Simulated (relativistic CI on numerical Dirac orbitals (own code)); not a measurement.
# Au³⁺: q coefficients and field-shift factors

Computed by Dirac-Coulomb-Breit CI, separate exchange-only KLI orbitals for each configuration, valence Slater integrals scaled by 0.85, P86 correlation energy added to each configuration, derivatives by finite differences, QED left out (own radial code, finite nucleus).

Configuration list (outside the closed core [Kr] 4d10 4f14 5s2): 5p6.5d8, 5p6.5d7.6s, 5p6.5d7.6p, 5p6.5d7.5f, 5p6.5d6.6s2, 5p6.5d7.6d, 5p5.5d9. Levels of other configurations are missing.

With x = (α/α₀)² − 1 an excitation energy changes as ω = ω₀ + qx; K = 2q/ω₀ is the relative enhancement. Terms are leading LS components, so labels can repeat. The field-shift factor is F = δν/δ⟨r²⟩ for the transition from the lowest level.

Lowest level 5p6.5d8 3F_4.

```csv
Level,ω₀ (cm⁻¹),q (cm⁻¹),K,F (GHz/fm²)
5p6.5d8 1D_2,7212.3,-1589,-0.441,2.79
5p6.5d8 3F_3,11393.1,10920,1.92,1.71
5p6.5d8 3P_2,17831.0,10260,1.15,4.57
5p6.5d8 3P_0,19039.5,1899,0.2,4.64
5p6.5d8 3P_1,21949.1,8226,0.75,6.72
5p6.5d8 1G_4,25511.3,8876,0.696,3.72
5p6.5d8 1D_2,29479.1,19700,1.34,5.73
5p6.5d8 1S_0,54480.5,15900,0.584,5.86
5p6.5d7.6s 5F_5,55943.1,-58580,-2.09,101
5p6.5d7.6s 5F_4,62943.9,-53080,-1.69,100
5p6.5d7.6s 5F_3,68062.7,-50050,-1.47,102
5p6.5d7.6s 5F_2,69623.0,-52270,-1.5,100
5p6.5d7.6s 5F_1,70910.7,-51050,-1.44,100
5p6.5d7.6s 5P_2,72463.2,-52870,-1.46,99
5p6.5d7.6s 3F_4,73263.1,-49270,-1.34,93.5
5p6.5d7.6s 5P_3,74135.3,-51290,-1.38,102
5p6.5d7.6s 5P_1,78138.2,-47780,-1.22,99.6
5p6.5d7.6s 3G_5,79411.0,-49120,-1.24,100
5p6.5d7.6s 3F_3,81202.1,-45240,-1.11,95.5
5p6.5d7.6s 3G_4,83071.7,-45470,-1.09,97.1
5p6.5d7.6s 3F_2,83688.3,-44640,-1.07,95.5
5p6.5d7.6s 1P_1,85259.0,-45980,-1.08,97.4
5p6.5d7.6s 3P_2,85506.7,-47310,-1.11,96.3
```

Correlation outside the listed configurations is missing or only estimated: errors of thousands of cm⁻¹ between configurations and terms are usual at this charge. Rates and lifetimes follow the computed energies and can be off by large factors. The fine structure of a lone outer electron comes out too small, for d and f at times inverted, and misplaced configurations move strength between like terms.
